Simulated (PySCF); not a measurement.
Si(H)(Cl)2(Me) (CH4Cl2Si), SMILES [SiH](Cl)(Cl)C. Atoms are numbered in the order given.

```xyz
8

Si    -0.4635    -0.3261     0.0000
C      0.3093    -2.0190     0.0000
Cl     0.1521     0.7097     1.6888
Cl     0.1521     0.7097    -1.6888
H     -1.9446    -0.3521     0.0000
H      0.0001    -2.5809     0.8957
H      0.0001    -2.5809    -0.8957
H      1.4070    -1.9362     0.0000
```
Charge 0, spin multiplicity 1.

Coordinates come from a B3LYP-D3(BJ)/def2-SVP optimisation.

Level of theory: KT2/pcSseg-1 run with PySCF.

GIAO shieldings, no solvent; atoms alike by connectivity are averaged. δ = σ(ref) − σ: ²⁹Si against TMS (σ = 361.9 ppm); ¹³C against TMS (σ = 185.1 ppm); ³⁵Cl against HCl (σ = 945.4 ppm); ¹H against TMS (σ = 31.47 ppm), references at their B3LYP-D3(BJ)/def2-TZVP geometries, non-relativistic (without spin–orbit terms, shifts of atoms bonded to Cl or Br come out too high).

```csv
nucleus,atoms,count,δ (ppm)
²⁹Si,Si1,1,34.8
¹³C,C2,1,10.9
³⁵Cl,"Cl3, Cl4",2,94.3
¹H,H5,1,6.27
¹H,"H6, H7, H8",3,1.03
```
